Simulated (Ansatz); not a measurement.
Geometry optimisation, RHF/def2-SVP in Ansatz.

Input file:

```yaml
crystal:
  periodic: [false, false, false]
  atoms:
    - { symbol: Sn, position_ang: [-0.109966, -0.189194, -0.074983] }
    - { symbol: H, position_ang: [-0.026303, -0.097761, 1.646174] }
    - { symbol: Cl, position_ang: [2.109871, -0.391356, -0.873763] }
    - { symbol: H, position_ang: [-0.770435, 1.211896, -0.77025] }
    - { symbol: H, position_ang: [-0.90164, -1.601563, -0.600381] }
    - { symbol: "N", position_ang: [1.413871, 2.27796, 1.52553] }
    - { symbol: H, position_ang: [2.161635, 1.857758, 1.003737] }
    - { symbol: H, position_ang: [0.852529, 2.837772, 0.910632] }
    - { symbol: H, position_ang: [0.839339, 1.537387, 1.938704] }
basis:
  gaussian: { orbitals: def2-SVP }
hamiltonian:
  xc: hf
relax:
  f_tol: 0.03
  max_steps: 50
```

Command:

```bash
$ ansatz run input.yaml --threads 2 --pin off --max-ram 3072MiB --backend cpu --events-out ev --progress --plain --runs-dir out
```

Q: Where does it end, and by what steps?

A: The forces met the threshold. The force dipped under the threshold on the way, but the program's further checks kept it going. After 8 steps the energy has fallen by 0.241 eV; H9 moved furthest, 0.79 Å.

```
step  energy less start (eV)  largest force component (eV/Å)  accepted
   0                  0.0000                           1.116       yes
   1                 -0.1455                           0.310       yes
   2                 -0.2005                           0.322       yes
   3                 -0.2302                           0.170       yes
   4                 -0.2361                           0.056       yes
   5                 -0.2400                           0.025       yes
   6                 -0.2405                           0.042       yes
   7                 -0.2408                           0.035       yes
   8                 -0.2410                           0.025       yes
```

```xyz
9
Properties=species:S:1:pos:R:3
Sn -0.294 -0.478 -0.197
H -0.377 -0.618 1.494
Cl 2.007 -0.460 -0.757
H -0.935 0.991 -0.761
H -0.960 -1.825 -0.991
N 1.691 2.645 1.587
H 2.219 2.007 1.017
H 0.986 3.068 1.010
H 1.231 2.113 2.304
```

Whether the end is a true minimum wasn't checked by a vibrational analysis.

Run time: 11 s on 2 threads of AMD EPYC 7B13 (Zen 3) (shared host), peak memory 0.19 GiB.
